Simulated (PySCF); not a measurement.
Ge(OSiH3)4, H₁₂GeO₄Si₄, SMILES [SiH3][O][Ge]([O][SiH3])([O][SiH3])[O][SiH3] (GFN2-xTB optimised geometry):

```
21

Si     1.217    -1.341    -0.838
O     -0.015    -2.002     0.000
Ge    -1.719    -2.002     0.000
O     -2.243    -2.815     1.388
Si    -1.905    -2.723     2.987
O     -2.333    -2.749    -1.388
Si    -2.360    -2.388    -2.985
O     -2.240    -0.380     0.000
Si    -2.001     0.993     0.847
H      2.240    -1.237     0.201
H      0.845    -0.033    -1.387
H      1.564    -2.273    -1.913
H     -2.758    -3.806     3.468
H     -0.476    -2.948     3.217
H     -2.289    -1.399     3.493
H     -0.986    -2.312    -3.496
H     -3.043    -1.110    -3.202
H     -3.105    -3.545    -3.472
H     -3.024     1.041     1.894
H     -0.658     1.029     1.434
H     -2.181     2.002    -0.195
```

Calculation: PBE0/def2-SVP in PySCF 2.14.0.

Q: What are the frontier orbital energies and the dipole moment?

A: HOMO-2 -8.89 eV, HOMO-1 -8.72 eV, HOMO -8.69 eV, LUMO -0.42 eV, LUMO+1 0.45 eV; dipole moment 1.60 D.

On the same geometry PySCF 2.14.0 with PBE/def2-SVP gives HOMO-2 -7.34 eV, HOMO-1 -7.18 eV, HOMO -7.14 eV, LUMO -1.32 eV, LUMO+1 -0.43 eV; dipole moment 1.39 D.

Meta-Löwdin charges at PBE0/def2-SVP: Si1 0.75, O2 -0.80, Ge3 1.49, O4 -0.78, Si5 0.75, O6 -0.78, Si7 0.75, O8 -0.80, Si9 0.75, H10 -0.11, H11 -0.12, H12 -0.11, H13 -0.10, H14 -0.11, H15 -0.12, H16 -0.12, H17 -0.11, H18 -0.10, H19 -0.11, H20 -0.12, H21 -0.11.
